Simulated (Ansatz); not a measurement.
**One arrangement of a pair**

The pair of CH₄ (SMILES C, atoms 1–5) and SbH₃ (SMILES [SbH3], atoms 6–9), both closed shells, in one local arrangement (a lower one may exist), relaxed at PBE0-D4/def2-TZVP:

C1  (-0.116, -0.043, -1.803)
H2  (-0.081, 0.062, -2.887)
H3  (0.900, -0.075, -1.410)
H4  (-0.636, -0.966, -1.546)
H5  (-0.646, 0.807, -1.374)
Sb6  (-0.252, -0.514, 2.057)
H7  (0.103, -0.105, 3.678)
H8  (-0.645, 1.106, 1.690)
H9  (1.373, -0.270, 1.596)
(Å)

Ansatz 0.2.0; basis: def2-TZVPPD, with def2-QZVPPD for the basis limit; cores frozen in the correlated methods. Filled d shells of the heavier atoms are correlated. Core potentials replace the inner electrons of the atoms past krypton. The def2 sets are not built for correlating such inner shells, so the correlated values are less sure here. B3LYP uses VWN-RPA correlation. Extrapolation: Hartree–Fock as exp(−7.88 √X), correlation as X^−2.97. Interaction energies count from these two fragments, frozen as in the pair, with the counterpoise correction; negative means bound.

Question: What is the interaction energy by CCSD(T) at an estimated basis limit (MP2 extrapolated from triple and quadruple zeta, plus CCSD(T) − MP2 in triple zeta)? (An estimate is asked for; the value comes from the calculation.)

Answer: By the calculation: -0.95 kcal/mol. Hartree–Fock alone gives 0.56 kcal/mol at the basis limit, so without correlation the pair would not bind at this distance. It counts from the two fragments frozen as in the pair.

The same quantity by other methods in triple zeta, and each one's difference from that estimate:
```csv
method,E_int (kcal/mol),difference
PBE-D4,-1.21,-0.26
revPBE-D4,-1.16,-0.21
BLYP-D4,-0.97,-0.01
r2SCAN-D4,-0.83,0.12
B97M-V,-0.91,0.04
PBE0-D4,-1.11,-0.15
B3LYP-D4,-1.05,-0.09
HSE06-D4,-1.10,-0.15
wB97X-V,-0.95,0.00
wB97M-V,-0.90,0.06
B2PLYP,-0.09,0.87
HF,0.56,1.51
MP2,-0.88,0.08
CCSD,-0.58,0.37
CCSD(T),-0.77,0.18
```
Differences are method less estimate.

Basis-set superposition shift (counterpoise-corrected less uncorrected): CCSD(T) 0.49; MP2 0.50; HF 0.02; PBE0-D4 0.02; wB97M-V 0.04 kcal/mol.

The T1 diagnostic stays at or below 0.015.

For scale, one of the runs: CCSD(T)/def2-TZVPPD, 212 basis functions, launched by `ansatz run in.yaml --threads 4 --pin off --events-out ev --progress --plain --max-ram 9574MiB`. Hardware: 4 CPU threads of an Arm Neoverse V2, shared host. Wall time 56 s; peak host memory 3.2 GiB.
